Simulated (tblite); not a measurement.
Isomers of C3H11OSSi2 (doublet state). Method: GFN2-xTB as coded in tblite; computed harmonic values from a numerical Hessian at the method's own geometry, unscaled. The method is semi-empirical: single wavenumbers can be off by several per cent or more. Modes of hydrogen on silicon can be 10 to 20 % off. One conformer each. Open shells enter through the occupations alone, without spin polarisation, and single modes of such species can be off by tens of per cent.

Electronic energies: GFN2-xTB at the same geometries; isomer energies are rough at this level and their order can be wrong.

```json
{"SMILES": "CC[SiH2][Si](O)SC", "electronic energy, lowest = 0 (kJ/mol)": "0.0"}
{"SMILES": "CC[SiH][Si@H](O)SC", "electronic energy, lowest = 0 (kJ/mol)": "12.3"}
{"SMILES": "C[CH][SiH2][Si@H](O)SC", "electronic energy, lowest = 0 (kJ/mol)": "70.8"}
{"SMILES": "[CH2]C[SiH2][Si@H](O)SC", "electronic energy, lowest = 0 (kJ/mol)": "92.9"}
```

Q: How do GFN2-xTB zero-point energies change the relative energies?

A: 
```csv
SMILES,ZPE (kJ/mol),of it from modes above 1550 cm⁻¹,electronic (kJ/mol),"with ZPE, lowest = 0 (kJ/mol)",lowest mode (cm⁻¹),rings
CC[SiH2][Si](O)SC,350.1,191.7,0.0,0.0,14,0
CC[SiH][Si@H](O)SC,350.5,191.9,12.3,12.7,30,0
C[CH][SiH2][Si@H](O)SC,335.7,186.9,70.8,56.4,8,0
[CH2]C[SiH2][Si@H](O)SC,333.9,188.7,92.9,76.7,18,0
```

The zero-point energies span 16.6 kJ/mol, from `[CH2]C[SiH2][Si@H](O)SC` to `CC[SiH][Si@H](O)SC`. The order is unchanged.
